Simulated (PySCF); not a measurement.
Polarisability of `C[C@@H]1[NH2+]C[C@@H]1CF`

Compound: C₅H₁₁FN (charge +1).
Structure used (GFN2-xTB), in Å, numbered top down from 1:
```xyz
18
C5H11FN angstrom
C      1.1613   -1.4558    0.3582
C      0.7334   -0.3023   -0.5124
N      0.9576    1.0671    0.0860
C     -0.3300    1.5268   -0.5087
C     -0.7643    0.0604   -0.6780
C     -1.6646   -0.4062    0.4591
F     -1.1493    0.0590    1.6485
H      0.8539   -2.3897   -0.1058
H      2.2442   -1.4761    0.4561
H      0.7228   -1.4067    1.3510
H      1.2297   -0.3466   -1.4843
H      1.8127    1.5742   -0.1568
H      0.8822    1.0111    1.1098
H     -0.9306    2.1437    0.1578
H     -0.1681    2.0442   -1.4521
H     -1.2149   -0.2108   -1.6293
H     -2.6707    0.0094    0.3624
H     -1.7140   -1.4954    0.5268
```

Level: PBE0/def2-SVPD (PySCF), static field, nuclei fixed, core orbitals frozen in the response. The polarisability tensor in these axes (au):

```
x   62.91 -1.18 -0.14
y   -1.18 62.97 -2.11
z   -0.14 -2.11 55.37
```

Problem. What are the eigenvalues, a third of the trace, and Δα (Δα² = ½Σ(αi − αj)² over the three pairs)?

Solution. Principal values 54.80, 62.09 and 64.37 au; mean 60.42 au = 8.95 Å³ = 9.96 × 10⁻⁴⁰ C²·m²/J; Δα = 8.65 au (14 % of the mean).

Problem. What are the principal values of the traceless quadrupole moment, Θ = ½Σq(3rr − r²1), about the centre of nuclear charge?

Solution. -9.47, -0.09, 9.56 D·Å. The values depend on the origin, since the species is charged. The electronic extent ⟨r²⟩ about the same centre is 701 bohr², a root-mean-square distance of 1.87 Å for the 56 electrons.

Problem. Form Σ f/ω² (atomic units) for the 6 lowest TDDFT singlets, given as eV and f, and set it beside the mean polarisability, which is this sum over all singlets: 8.36, 0.0065; 8.65, 0.0027; 9.07, 0.0048; 9.38, 0.0225; 9.40, 0.0078; 9.44, 0.0028.

Solution. They add up to 0.42 au, 0.7 % of the 60.42 au; the largest single term is 0.19 au, from the state at 9.38 eV. Terms in order: 0.07, 0.03, 0.04, 0.19, 0.07, 0.02 au. Higher excitations give the rest. The strengths listed sum to 0.047.

Problem. Directions of the eigenvectors, and the extent of the frame along each?

Solution. Largest value along (-0.61, 0.77, -0.17), where the nuclei span 4.79 Å; middle along (0.79, 0.58, -0.20), 4.70 Å; least along (0.05, 0.26, 0.96), 3.24 Å. 

Problem. What depolarisation ratio follows for Rayleigh scattering of linearly polarised light, taking the static tensor?

Solution. ρ = 3Δα²/(45ᾱ² + 4Δα²) = 224.5/(164264 + 299.4) = 0.00136.

The structure is a single GFN2-xTB conformer in the gas phase; no vibrational or solvent corrections.
